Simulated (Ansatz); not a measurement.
Input file for Ansatz (an electronic-structure program): R-B3LYP-D3(BJ)/def2-TZVP on arsine (SMILES [AsH3]).

Ansatz 0.2 input:
```yaml
crystal:
  periodic: [false, false, false]
  atoms:
    - {symbol: As, position_ang: [0.00883690, 0.00206237, 0.64777586]}
    - {symbol: H, position_ang: [-0.73951776, -0.99544012, -0.24934940]}
    - {symbol: H, position_ang: [-0.49859569, 1.14930646, -0.21506620]}
    - {symbol: H, position_ang: [1.18578575, -0.10570474, -0.22539339]}
basis:
  gaussian:
    orbitals: def2-TZVP
hamiltonian:
  xc: b3lyp
  dispersion: d3bj
relax: {f_tol: 0.003, max_steps: 120}
```

Q: Predict the final total energy.

A: -2237.7130 hartree.
